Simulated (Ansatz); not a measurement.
H₄OSiZn (SMILES [OH][Zn][SiH3]), singlet, geometry from GFN2-xTB (such geometries of metal compounds can be far from the true shape); SC-NEVPT2/6-31G, CASSCF(4,5) (Ansatz, a quantum-chemistry and plane-wave program).

The Ansatz input:
Ansatz 0.2 input:
```yaml
crystal:
  periodic: [false, false, false]
  atoms:
    - {symbol: Zn, position_ang: [-0.09282826, 0.20255264, -0.51099470]}
    - {symbol: O, position_ang: [-0.28495655, 1.91948133, -0.60871861]}
    - {symbol: H, position_ang: [-0.44016008, 2.67357003, -1.16774483]}
    - {symbol: Si, position_ang: [0.30620132, -1.35181204, 1.18076914]}
    - {symbol: H, position_ang: [0.36332917, -2.74929246, 0.74120542]}
    - {symbol: H, position_ang: [-0.72603980, -1.31820410, 2.22485202]}
    - {symbol: H, position_ang: [1.58055257, -1.11313448, 1.87050909]}
basis:
  gaussian:
    orbitals: 6-31G
magnetization: {spin_polarized: false}
correlation: {method: sc_nevpt2, electrons: all, active_space: {window: {electrons: 4, orbitals: 5}}}
```

Q: What does Ansatz print? Leave out banner, timings and long lists.

A: 
```
Functional definition: HF
633 factors; integrals over basis functions are off by at most 3.0e-4 eV
mean field evaluation 1: about -58324.8954 eV, gradient 4.0e1 eV
mean field evaluation 2: about -58324.9042 eV, gradient 4.0e1 eV
mean field evaluation 4: about -58328.4010 eV, gradient 2.4e0 eV
mean field evaluation 8: about -58328.4337 eV, gradient 7.7e-2 eV
mean field -58328.43373809 eV, -2143.5304034424 hartree, gradient 9.9e-7 eV, S^2 0.000000; 0 other end points of the search recorded, 0 dependent functions left out
reference -58328.43373809 eV, -2143.5304034424 hartree; 28, 28 occupied and 31, 31 virtual orbitals, 633 factors
state -58329.32609556 eV, -2143.5631969745 hartree
state -58329.32609556 eV, -2143.5631969745 hartree; corrected -58341.19385621 eV, -2143.9993291343 hartree
Total energy: -58341.19385621 eV, -2143.9993291343 hartree
```
